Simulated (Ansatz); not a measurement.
Basis-set extrapolation for `[BH3-][n+]1ccccc1` (PBE0-D4/def2-TZVP geometry, frozen core, Ansatz). Multiplicity 1, RHF reference.

```tsv
	def2-TZVPP	def2-QZVPP
HF	-273.218995	-273.230922
MP2 correlation	-1.117923	-1.188384
CCSD(T) correlation	-1.212107	not run
```

Energies in hartree. Use E(X) = E(∞) + A·exp(−7.88·√X) for Hartree–Fock and E(X) = E(∞) + B·X^(−2.97) for correlation, with X = 3 and 4, and add CCSD(T) minus MP2 of the smaller set to the MP2 limit.

What is the CCSD(T) energy at the basis-set limit?

HF limit: -273.230922 + (-0.011927) × 0.13774 = -273.23256. MP2 limit: -1.188384 + (-0.070461) × 0.74074 = -1.24058. Higher-order term: -1.212107 − (-1.117923) = -0.09418. Total: -274.56732 hartree, 3.71 eV below CCSD(T)/def2-TZVPP.
